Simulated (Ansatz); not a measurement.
A search over several starts for the lowest SCF solution of the cluster Al₂P₂⁻ at the given spin, in a small basis.

```yaml
crystal:
  periodic: [false, false, false]
  atoms:
    - {symbol: Al, position_ang: [0.231097, 1.858568, -1.330952]}
    - {symbol: Al, position_ang: [-0.231349, -1.858193, 1.331385]}
    - {symbol: P, position_ang: [-0.526316, -0.476159, -0.756161]}
    - {symbol: P, position_ang: [0.526567, 0.475783, 0.755729]}
basis:
  gaussian: {orbitals: def2-SVP}
total_charge: -1
magnetization: {spin_polarized: true, initial_magnetization: 1}
hamiltonian: {xc: pbe0, dispersion: d4}
output: {orbitals: {seedname: orbitals}}
```

```sh
$ ansatz run in.yaml --threads 4 --pin off --events-out ev --progress --plain --max-ram 3916MiB
```

Shortened log:

```
Functional definition: PBE0
632 factors; integrals over basis functions are off by at most 9.6e-4 eV
mean field evaluation 1: about -31749.3453 eV, gradient 4.6e0 eV
mean field evaluation 2: about -31749.4200 eV, gradient 3.9e0 eV
mean field evaluation 4: about -31749.5351 eV, gradient 3.2e-1 eV
mean field evaluation 8: about -31749.5659 eV, gradient 1.1e-2 eV
mean field evaluation 16: about -31749.5659 eV, gradient 8.2e-5 eV
mean field -31749.56588208 eV, -1166.7750255377 hartree, gradient 1.4e-5 eV, S^2 0.762174; 2 other end points of the search recorded, 0 dependent functions left out
reference -31749.56590776 eV, -1166.7750264813 hartree; 29, 28 occupied and 43, 44 virtual orbitals, 632 factors
Total energy: -31749.76264477 eV, -1166.7822564332 hartree
```

Run time 0.8 s (4 threads of Intel Xeon 6975P-C on a shared host).

The highest occupied level of the charge -1 doublet lies above zero (up to 0.17 eV). By energy differences its removal costs 1.68 eV (vertical, to the charge 0 singlet, at LC-ωPBE (ω = 0.30 bohr⁻¹)/def2-TZVP). The structure comes from a short search, and lower isomers may exist.
